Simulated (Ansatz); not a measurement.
WO2⁻. Total charge -1; doublet. Geometry PBE0-D4/def2-TZVPD.

Cartesian coordinates in Å:
```
W 0.2350 0.0625 0.5492
O 0.6053 1.1759 -0.7213
O -0.8403 -1.2384 0.1721
```

In the def2 sets W takes a core potential; there is no spin–orbit coupling. B3LYP takes the VWN-RPA correlation. At HF/def2-TZVPD, B3LYP-D4/def2-TZVPD, PBE0-D4/def2-SVPD, BHLYP-D4/def2-TZVPD the charge -1 doublet is spin-contaminated (final ⟨S²⟩ up to 1.53, 0.75 for a pure state). At BLYP-D4/def2-TZVPD the highest occupied level of the charge -1 doublet lies above zero (up to 1.03 eV). It is a level of α spin, whose loss leaves a singlet; that state wasn't run at this geometry and level. The electron is either unbound and held by the finite basis, or the level is raised by self-interaction error. The geometry of the doublet was relaxed on an unsound state (⟨S²⟩ 1.08, where a pure state has 0.75). The structure comes from a short search, and lower isomers may exist.

Task: Estimate the α-spin orbital energies around the gap (eV) in Ansatz with HF/def2-TZVPD, BLYP-D4/def2-TZVPD, B3LYP-D4/def2-TZVPD, PBE0-D4/def2-SVPD, BHLYP-D4/def2-TZVPD.

Result: 
```json
{"orbital": "HOMO−13", "HF/def2-TZVPD": "-89.86", "BLYP-D4/def2-TZVPD": "-73.16", "B3LYP-D4/def2-TZVPD": "-76.86", "PBE0-D4/def2-SVPD": "-77.48", "BHLYP-D4/def2-TZVPD": "-81.98"}
{"orbital": "HOMO−12", "HF/def2-TZVPD": "-49.22", "BLYP-D4/def2-TZVPD": "-37.80", "B3LYP-D4/def2-TZVPD": "-40.43", "PBE0-D4/def2-SVPD": "-40.97", "BHLYP-D4/def2-TZVPD": "-43.95"}
{"orbital": "HOMO−11", "HF/def2-TZVPD": "-49.16", "BLYP-D4/def2-TZVPD": "-37.67", "B3LYP-D4/def2-TZVPD": "-40.32", "PBE0-D4/def2-SVPD": "-40.76", "BHLYP-D4/def2-TZVPD": "-43.86"}
{"orbital": "HOMO−10", "HF/def2-TZVPD": "-47.91", "BLYP-D4/def2-TZVPD": "-37.07", "B3LYP-D4/def2-TZVPD": "-39.65", "PBE0-D4/def2-SVPD": "-39.94", "BHLYP-D4/def2-TZVPD": "-43.02"}
{"orbital": "HOMO−9", "HF/def2-TZVPD": "-28.07", "BLYP-D4/def2-TZVPD": "-17.34", "B3LYP-D4/def2-TZVPD": "-19.75", "PBE0-D4/def2-SVPD": "-19.95", "BHLYP-D4/def2-TZVPD": "-23.03"}
{"orbital": "HOMO−8", "HF/def2-TZVPD": "-27.15", "BLYP-D4/def2-TZVPD": "-16.73", "B3LYP-D4/def2-TZVPD": "-19.08", "PBE0-D4/def2-SVPD": "-19.23", "BHLYP-D4/def2-TZVPD": "-22.27"}
{"orbital": "HOMO−7", "HF/def2-TZVPD": "-10.07", "BLYP-D4/def2-TZVPD": "-4.33", "B3LYP-D4/def2-TZVPD": "-5.77", "PBE0-D4/def2-SVPD": "-6.09", "BHLYP-D4/def2-TZVPD": "-7.55"}
{"orbital": "HOMO−6", "HF/def2-TZVPD": "-9.39", "BLYP-D4/def2-TZVPD": "-4.12", "B3LYP-D4/def2-TZVPD": "-5.43", "PBE0-D4/def2-SVPD": "-5.70", "BHLYP-D4/def2-TZVPD": "-7.04"}
{"orbital": "HOMO−5", "HF/def2-TZVPD": "-8.62", "BLYP-D4/def2-TZVPD": "-3.64", "B3LYP-D4/def2-TZVPD": "-4.91", "PBE0-D4/def2-SVPD": "-5.18", "BHLYP-D4/def2-TZVPD": "-6.44"}
{"orbital": "HOMO−4", "HF/def2-TZVPD": "-8.27", "BLYP-D4/def2-TZVPD": "-3.13", "B3LYP-D4/def2-TZVPD": "-4.32", "PBE0-D4/def2-SVPD": "-4.56", "BHLYP-D4/def2-TZVPD": "-5.91"}
{"orbital": "HOMO−3", "HF/def2-TZVPD": "-7.86", "BLYP-D4/def2-TZVPD": "-3.02", "B3LYP-D4/def2-TZVPD": "-4.31", "PBE0-D4/def2-SVPD": "-4.53", "BHLYP-D4/def2-TZVPD": "-5.77"}
{"orbital": "HOMO−2", "HF/def2-TZVPD": "-6.81", "BLYP-D4/def2-TZVPD": "-1.89", "B3LYP-D4/def2-TZVPD": "-3.15", "PBE0-D4/def2-SVPD": "-3.34", "BHLYP-D4/def2-TZVPD": "-4.68"}
{"orbital": "HOMO−1", "HF/def2-TZVPD": "-3.71", "BLYP-D4/def2-TZVPD": "0.15", "B3LYP-D4/def2-TZVPD": "-0.69", "PBE0-D4/def2-SVPD": "-0.78", "BHLYP-D4/def2-TZVPD": "-1.62"}
{"orbital": "HOMO", "HF/def2-TZVPD": "-3.17", "BLYP-D4/def2-TZVPD": "1.03", "B3LYP-D4/def2-TZVPD": "-0.16", "PBE0-D4/def2-SVPD": "-0.32", "BHLYP-D4/def2-TZVPD": "-1.60"}
{"orbital": "LUMO", "HF/def2-TZVPD": "4.96", "BLYP-D4/def2-TZVPD": "1.58", "B3LYP-D4/def2-TZVPD": "2.18", "PBE0-D4/def2-SVPD": "2.63", "BHLYP-D4/def2-TZVPD": "3.55"}
{"orbital": "LUMO+1", "HF/def2-TZVPD": "5.03", "BLYP-D4/def2-TZVPD": "3.38", "B3LYP-D4/def2-TZVPD": "3.71", "PBE0-D4/def2-SVPD": "4.24", "BHLYP-D4/def2-TZVPD": "4.21"}
{"orbital": "LUMO+2", "HF/def2-TZVPD": "5.09", "BLYP-D4/def2-TZVPD": "3.45", "B3LYP-D4/def2-TZVPD": "3.71", "PBE0-D4/def2-SVPD": "4.46", "BHLYP-D4/def2-TZVPD": "4.27"}
{"orbital": "LUMO+3", "HF/def2-TZVPD": "5.71", "BLYP-D4/def2-TZVPD": "3.50", "B3LYP-D4/def2-TZVPD": "4.03", "PBE0-D4/def2-SVPD": "4.50", "BHLYP-D4/def2-TZVPD": "4.73"}
{"orbital": "LUMO+4", "HF/def2-TZVPD": "6.67", "BLYP-D4/def2-TZVPD": "3.77", "B3LYP-D4/def2-TZVPD": "4.13", "PBE0-D4/def2-SVPD": "4.89", "BHLYP-D4/def2-TZVPD": "4.85"}
{"orbital": "LUMO+5", "HF/def2-TZVPD": "6.96", "BLYP-D4/def2-TZVPD": "4.00", "B3LYP-D4/def2-TZVPD": "4.27", "PBE0-D4/def2-SVPD": "5.03", "BHLYP-D4/def2-TZVPD": "5.57"}
{"orbital": "β HOMO", "HF/def2-TZVPD": "-3.76", "BLYP-D4/def2-TZVPD": "0.51", "B3LYP-D4/def2-TZVPD": "-0.37", "PBE0-D4/def2-SVPD": "-0.62", "BHLYP-D4/def2-TZVPD": "-1.57"}
{"orbital": "β LUMO", "HF/def2-TZVPD": "4.76", "BLYP-D4/def2-TZVPD": "1.74", "B3LYP-D4/def2-TZVPD": "2.27", "PBE0-D4/def2-SVPD": "2.78", "BHLYP-D4/def2-TZVPD": "3.20"}
```
